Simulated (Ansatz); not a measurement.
**Which method gave which barrier?**

Saddle point of GeNH7O, singlet (GeH₄O ([OH][GeH3]) + NH₃ → GeNH₅ ([NH2][GeH3]) + H₂O; bonds formed: Ge1–N7, O2–H6; bonds broken: Ge1–O2, H6–N7), PBE0-D4/def2-TZVP structure:

| atom | x (Å) | y (Å) | z (Å) |
| --- | --- | --- | --- |
| Ge1 | -0.4292 | 0.3368 | -0.7910 |
| O2 | 0.0458 | 1.0747 | 1.1897 |
| H3 | -0.5123 | -0.6038 | -2.0602 |
| H4 | -1.9108 | 0.4322 | -0.3828 |
| H5 | 0.3345 | 1.5582 | -1.3117 |
| H6 | 0.5497 | -0.1869 | 1.0888 |
| N7 | 0.6973 | -0.9575 | 0.2453 |
| H8 | -0.6988 | 1.2831 | 1.7562 |
| H9 | 0.2813 | -1.8716 | 0.3667 |
| H10 | 1.6424 | -1.0652 | -0.1012 |

Computed with Ansatz 0.2.0 (basis: def2-TZVPP, with def2-QZVPP for the basis limit); correlated methods freeze the cores. Filled d shells of the heavier atoms are correlated. The def2 sets are not built for correlating such inner shells, so the correlated values are less sure here. Extrapolation: Hartree–Fock as exp(−7.88 √X), correlation as X^−2.97. Four methods, as single points on the PBE0-D4 structures, gave these electronic barriers from the start structure: 74.0, 114.5, 139.8, 179.1 kJ/mol.

(1) The methods were, in alphabetical order, BHLYP-D4, HF, PBE0-D4, SPW92. Which gave which? (A judgement: the text doesn't fix the answer.)

T1 diagnostic: at most 0.012.

Results:

(1) Computed: SPW92 74.0; PBE0-D4 114.5; BHLYP-D4 139.8; HF 179.1 kJ/mol. For comparison, CCSD(T) at an estimated basis limit (MP2 extrapolated from triple and quadruple zeta, plus CCSD(T) − MP2 in triple zeta) gives 131.1 kJ/mol.

Labels in which every atom is bracketed show which atoms are joined, not bond orders.

For scale, one of the runs: CCSD(T)/def2-TZVPP, 208 basis functions (an equivalent command: `ansatz run in.yaml --threads 4`). Hardware: 4 CPU threads, shared host. Wall time 78 s; peak host memory 2.9 GiB.
